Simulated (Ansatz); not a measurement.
Program: Ansatz. Geometries: PBE0-D4/def2-TZVP. ΔE: electronic, gas phase. CCSD(T)/CBS adds triple-zeta CCSD(T) − MP2 to the extrapolated MP2 energy (def2 sets, frozen cores). This one scheme is used for every species. DFT in def2-TZVPP. For Ge outer-core shells are correlated without core-valence functions, which leaves a few kJ/mol of doubt a bond. Scalar relativity is left out up to krypton. Each species was taken in one conformer, which may not be the lowest.

Reaction (formal exchange of groups at a Ge–O bond): `C[O][Ge]([F])([SH])[Cl]` + SiH₄ → `[F][Ge]([SiH3])([SH])[Cl]` + CH₃OH

```csv
level,ΔE (kJ/mol)
r2SCAN-D4,20.9
PBE0,8.9
CCSD(T)/def2-TZVPP,30.7
MP2/def2-QZVPP,28.7
```

Question: What does CCSD(T)/CBS give? (An estimate is asked.)

Answer: The calculation gave: +22.2 kJ/mol. The listed levels differ from it by -1.3, -13.3, 8.5, 6.5 kJ/mol.

Largest T1 diagnostic among the species: 0.012.

From PBE to PBE0 (25 % exact exchange), in def2-TZVPP and without D4, ΔE moves by +4.2 kJ/mol. In def2-TZVPP, CCSD(T) changes the Hartree–Fock value by −8.3 kJ/mol (the triples alone add +0.1 kJ/mol) and MP2 by −5.5 kJ/mol.
